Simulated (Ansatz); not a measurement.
C₃H₁₁BO (`C[B-](C)(C)[OH2+]`) at its PBE0-D4/def2-TZVP geometry, where that method's forces vanish. Charge 0, multiplicity 1.

```csv
atom,x (Å),y (Å),z (Å)
C1,0.1785,-1.5044,-0.3730
B2,-0.0771,0.0112,0.0781
C3,0.4129,0.4043,1.5445
C4,-1.4293,0.6833,-0.4379
O5,1.1457,0.9171,-0.9350
H6,-0.5091,-2.1575,0.1769
H7,1.1867,-1.8730,-0.1450
H8,-0.0166,-1.6921,-1.4363
H9,0.3743,1.4809,1.7370
H10,1.4250,0.0542,1.7830
H11,-0.2480,-0.0705,2.2788
H12,-1.6322,0.5132,-1.5029
H13,-1.4723,1.7613,-0.2538
H14,-2.2742,0.2391,0.1007
H15,0.9333,0.7223,-1.8552
H16,2.0024,0.5107,-0.7598
```

Task: For each bond, give half the difference of the two atoms' forces along it (eV/Å; positive pushes the atoms apart) under PBE-D4, r2SCAN-D4, B3LYP-D4, ωB97M-V in def2-TZVPP. (An estimate is asked.)

Result: Computed: 
| bond | length (Å) | PBE-D4 | r2SCAN-D4 | B3LYP-D4 | ωB97M-V |
| --- | --- | --- | --- | --- | --- |
| C1–B2 | 1.602 | -0.07 | -0.01 | 0.04 | 0.05 |
| C1–H6 | 1.096 | 0.13 | -0.01 | -0.05 | -0.06 |
| C1–H7 | 1.097 | 0.13 | -0.01 | -0.03 | -0.05 |
| B2–C3 | 1.595 | -0.04 | 0.00 | 0.03 | 0.04 |
| B2–C4 | 1.596 | -0.04 | 0.00 | 0.03 | 0.04 |
| B2–O5 | 1.828 | -0.05 | 0.10 | 0.16 | 0.09 |
| C3–H9 | 1.094 | 0.12 | -0.01 | -0.04 | -0.05 |
| C3–H10 | 1.097 | 0.12 | 0.00 | -0.03 | -0.05 |
| C3–H11 | 1.096 | 0.13 | -0.01 | -0.04 | -0.05 |
| C4–H12 | 1.097 | 0.12 | 0.00 | -0.03 | -0.05 |
| C4–H13 | 1.094 | 0.12 | -0.01 | -0.04 | -0.05 |
| C4–H14 | 1.096 | 0.13 | -0.01 | -0.05 | -0.05 |
| O5–H15 | 0.964 | 0.38 | 0.03 | -0.01 | -0.04 |
| O5–H16 | 0.964 | 0.38 | 0.03 | -0.01 | -0.04 |

B3LYP here is the variant with VWN-RPA as its local correlation; programs differ in this.
